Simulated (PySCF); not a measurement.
Structure with atom numbers: `[CH:1]#[C:2][SiH2:3]/[CH:4]=[CH:5]\[SiH2:6][PH2:7]` (H(Xn): hydrogen on atom n).

- shieldings: GIAO PBE0/pcSseg-1
- geometry: GFN2-xTB
- code: PySCF
- single conformer, fast rotation and ring inversion assumed for equivalent nuclei, relativity neglected, isolated molecule

Chemical shifts δ = σref − σ; 13C and 1H and 29Si vs TMS; H3PO4 for 31P, all at this level.

```json
{"atoms": "H(C5)", "nucleus": "1H", "count": "1", "Hirshfeld charge": "0.04", "δ (ppm)": "7.49"}
{"atoms": "C1", "nucleus": "13C", "count": "1", "Hirshfeld charge": "-0.08", "δ (ppm)": "106.7"}
{"atoms": "H(Si3)", "nucleus": "1H", "count": "2", "Hirshfeld charge": "-0.07", "δ (ppm)": "4.70"}
{"atoms": "P7", "nucleus": "31P", "count": "1", "Hirshfeld charge": "-0.03", "δ (ppm)": "-288.9"}
{"atoms": "Si3", "nucleus": "29Si", "count": "1", "Hirshfeld charge": "0.36", "δ (ppm)": "?"}
{"atoms": "Si6", "nucleus": "29Si", "count": "1", "Hirshfeld charge": "0.28", "δ (ppm)": "?"}
{"atoms": "H(Si6)", "nucleus": "1H", "count": "2", "Hirshfeld charge": "-0.07", "δ (ppm)": "4.62"}
{"atoms": "C5", "nucleus": "13C", "count": "1", "Hirshfeld charge": "-0.13", "δ (ppm)": "161.9"}
{"atoms": "H(C4)", "nucleus": "1H", "count": "1", "Hirshfeld charge": "0.04", "δ (ppm)": "?"}
{"atoms": "C4", "nucleus": "13C", "count": "1", "Hirshfeld charge": "-0.13", "δ (ppm)": "148.9"}
{"atoms": "H(C1)", "nucleus": "1H", "count": "1", "Hirshfeld charge": "0.10", "δ (ppm)": "2.00"}
{"atoms": "H(P7)", "nucleus": "1H", "count": "2", "Hirshfeld charge": "-0.01", "δ (ppm)": "1.57"}
{"atoms": "C2", "nucleus": "13C", "count": "1", "Hirshfeld charge": "-0.15", "δ (ppm)": "?"}
```

Task: Complete the table.

Result: 
- C2: 88.8 ppm, alkyne carbon; the triple bond shields along its axis, which puts it between sp3 and sp2 carbons
- H(C4): 7.12 ppm, hydrogen on an alkene CH; a vinylic proton, deshielded by the sp2 carbon and the C=C anisotropy
- Si6: -61.2 ppm, silicon bonded to C, P, 2 H
- Si3: -82.9 ppm, silicon bonded to 2 C, 2 H

Shifts are as computed. Against solution values, carbons near 30 ppm lie about +3 ppm off and those near 130 ppm about +5 ppm. Of 1211 compounds with measured shifts, 218 miss one by over three times the rms of a fit or turn the order of signals round; such compounds aren't used in these exercises. Experimental scales use liquid or dissolved standards, which lie at an offset from isolated H3PO4.
